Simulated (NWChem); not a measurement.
System: C$_{3}$H$_{4}$ClF; SMILES F/C=C(/Cl)C

Program: NWChem. Medium grid unless said otherwise, to which SCAN and Minnesota functionals are sensitive. Coordinates come from a B3LYP/6-31G* (spherical d) optimisation.

For level B3LYP/def2-SVP:

| Quantity | Value |
|---|---|
| highest occupied level (eV) | -6.79 |
| orbital gap (eV) | 6.86 |
| dipole (D) | 0.45 |

Question: Estimate the same quantities for level r2SCAN/def2-SVP.

Answer: highest occupied level (eV): -6.08
orbital gap (eV): 5.50
dipole (D): 0.55
